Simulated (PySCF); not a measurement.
iodine monochloride (ClI), SMILES ClI. The structure is a stationary point at B3LYP-D3(BJ)/def2-TZVP. The def2 effective core potentials stand for the cores of I; spin–orbit coupling is left out.

Computed equilibrium geometry at B3LYP-D3(BJ)/def2-TZVP (PySCF confirms it by a frequency run) as bond lengths and angles, and its point group:
point group C∞v.
Atoms: Cl1 I2. Bonds (Å): Cl1–I2 2.345.
